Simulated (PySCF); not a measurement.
**OsSCl₂, singlet: computed properties**

Computed with PBE0/[Os def2-SVP with ECP60, S def2-SVP, Cl def2-SVP], scalar-relativistic core potentials, density fitting, no spin–orbit coupling, PySCF.

The structure is a minimum.

```xyz
4
charge 0 multiplicity 1, angstrom
Os    0.0000    0.0000   -0.1906
S     0.0000    0.0000    1.9287
Cl    2.2216    0.0000   -0.3586
Cl   -2.2216    0.0000   -0.3586
```

```
Point group                                                                   : C2v
Bond lengths                                                                  : Os–Cl 2.228 Å (×2), Os–S 2.119 Å
Bond angles                                                                   : Cl–Os–Cl 171.3°, Cl–Os–S 94.3° (×2)
Principal quadrupole moments (Buckingham, traceless) about the centre of mass : -5.72, 2.78, 2.94 D Å
Heat capacity Cp at 298.15 K                                                  : 74.7 J/(mol K)
Lowest empty level                                                            : -5.01 eV
Zero-point energy                                                             : 10.2 kJ/mol
Rotational symmetry number                                                    : 2
Highest occupied level                                                        : -6.12 eV
Rotational constants                                                          : 0.125, 0.04884, 0.03511 cm⁻¹
Atomisation energy without zero-point energy                                  : 892 kJ/mol
Principal polarisabilities                                                    : 46.0, 73.8, 100.2 bohr³
Enthalpy at 298.15 K above 0 K                                                : 17.56 kJ/mol
Entropy at 298.15 K and 1 bar                                                 : 343.1 J/(mol K)
Dipole moment                                                                 : 1.32 D
```

Harmonic modes (masses in u: Os 191.961, S 31.972, Cl 34.969):
```json
{"symmetry": "b1", "ω (cm⁻¹)": "78", "IR (km/mol)": "0.7", "type": "bend"}
{"symmetry": "b2", "ω (cm⁻¹)": "130", "IR (km/mol)": "0.1", "type": "bend"}
{"symmetry": "a1", "ω (cm⁻¹)": "153", "IR (km/mol)": "0.0", "type": "bend"}
{"symmetry": "b2", "ω (cm⁻¹)": "402", "IR (km/mol)": "94.8", "type": "stretch"}
{"symmetry": "a1", "ω (cm⁻¹)": "402", "IR (km/mol)": "1.0", "type": "stretch"}
{"symmetry": "a1", "ω (cm⁻¹)": "533", "IR (km/mol)": "0.0", "type": "stretch"}
```

In C2v the vibrations span b1 + 2b2 + 3a1. Here b1 is antisymmetric to the molecular plane and b2 lies in it.

Charges (e):
```csv
atom,Mulliken,Löwdin,polar tensor,Mayer order to Os1
Os1,0.29,-0.66,0.89,–
S2,-0.01,0.33,-0.08,2.07
"Cl3,4",-0.14,0.17,-0.40,1.23
```

Mulliken populations on Os1 (electrons outside its core potential): s 2.82, p 6.36, d 6.49, f 0.05.

Outer orbital energies (eV). occupied: -10.72, -10.47, -9.96, -9.92, -9.70, -8.29, -8.06, -6.12; empty: -5.01, -4.67, -2.61, 0.28.

Other isomers or separated fragments may lie lower. At this level a triplet minimum of C2v symmetry lies 218 kJ/mol below this structure. The small gap makes a closed-shell description doubtful. At the minimum of this search the closed-shell solution is unstable towards spin polarisation, so a lower open-shell solution exists. Spin–orbit coupling, left out here, can matter for elements this heavy.

The final relaxation and frequency run took roughly 70 core-seconds on a shared host.
